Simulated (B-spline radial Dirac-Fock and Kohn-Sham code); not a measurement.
Dipole and non-dipole photoemission parameters of Cr⁶⁺ 2p1/2

System: the Cr⁶⁺ ion in the configuration [Ne] 3s2 3p6; threshold 715.5 eV (orbital energy of the model). Model: Dirac-Hartree-Slater photoionisation with a Latter tail; cross sections with all multipoles, angular parameters from the dipole term and its interference with E2. Program: a radial B-spline solver.

```
hν (eV)  σ (kb)      β       γ      δ
    808     275  1.301  -0.055  0.012
    855     239  1.360  -0.016  0.014
   1060     137  1.452   0.134  0.020
   1160     108  1.461   0.196  0.022
   1200    98.3  1.462   0.219  0.023
   1290    80.5  1.461   0.268  0.025
   1750    34.0  1.410   0.472  0.035
   2000    23.0  1.374   0.557  0.040
   3080    6.22  1.215   0.818  0.067
   3350    4.78  1.179   0.864  0.074
   3410       ?      ?       ?      ?
   3500    4.17  1.160   0.887  0.077
   4000    2.73  1.099   0.958  0.090
   6000   0.724  0.908   1.155  0.141
 9251.7   0.166  0.708   1.342  0.215
   9350   0.160  0.703   1.347  0.217
  10300   0.114  0.660   1.386  0.238
  11900  0.0688  0.599   1.442  0.270
  12000  0.0668  0.596   1.445  0.272
```

Question: Give the values at 3410 eV.

Answer: σ = 4.52 kb, β = 1.171, γ = 0.873, δ = 0.075.

Values without a named source are computed, but for edge energies of neutral atoms, which are taken from tables.
